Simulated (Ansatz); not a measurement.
A nudged elastic band was laid between two geometries of FH3OSSi (7 atoms, charge 0, multiplicity 1).

Level of theory: RKS PBE/def2-SVP in Ansatz.

```json
{
 "movable images": "9",
 "climbing image": "yes",
 "spring": "5.0 eV/Å²",
 "optimiser": "quadratic models (default)",
 "start path": "through a guess of the saddle point",
 "force threshold": "0.05 eV/Å",
 "iteration limit": "60",
 "end points": "relaxed"
}
```

First end point:

```xyz
7
Properties=species:S:1:pos:R:3
F -1.055 -1.686 -1.182
Si -0.136 -0.422 -0.720
O -0.825 0.107 0.742
S 0.038 1.471 1.314
H 1.261 -0.912 -0.486
H -0.224 0.640 -1.771
H 0.941 0.802 2.103
```

Last end point:

```xyz
7
Properties=species:S:1:pos:R:3
F -1.442 -1.103 -1.043
Si 0.059 -0.540 -0.732
O 0.278 -0.312 0.925
S -0.601 0.960 1.664
H 1.051 -1.600 -1.085
H 0.216 0.748 -1.477
H 0.439 1.848 1.747
```

(1) What changes between the two ends?

(2) What energy profile does the band end with?

(3) What is the geometry of the highest image?

## Answers

(1) No bond is made or broken. The dihedral H6–Si2–O3–S4 goes from -62 to 50°.

(2) The forces met the threshold. The highest image is number 2 of 0 to 10, 0.8 kcal/mol above the first end and 2.0 kcal/mol above the last; the last end lies 1.2 kcal/mol below the first. A vibrational analysis at the climbing image gives one clearly imaginary mode, 75i cm⁻¹: a first-order saddle point.

```csv
image,path coordinate (Å),energy (kcal/mol),dihedral H6–Si2–O3–S4 (°)
0,0.00,0.0,-62
1,0.48,0.5,-42
2,0.96,0.8,-21
3,1.15,0.8,-12
4,1.35,0.5,-2
5,1.54,0.2,9
6,1.74,-0.2,19
7,1.93,-0.6,28
8,2.13,-0.9,37
9,2.32,-1.1,44
10,2.52,-1.2,50
```

(3) 
```xyz
7
Properties=species:S:1:pos:R:3
F -1.222 -1.517 -1.296
Si -0.072 -0.508 -0.734
O -0.498 -0.154 0.863
S -0.306 1.432 1.454
H 1.225 -1.258 -0.757
H -0.056 0.741 -1.559
H 0.928 1.263 2.029
```

Run time: 2.5 min on 1 CPU thread of a shared host.
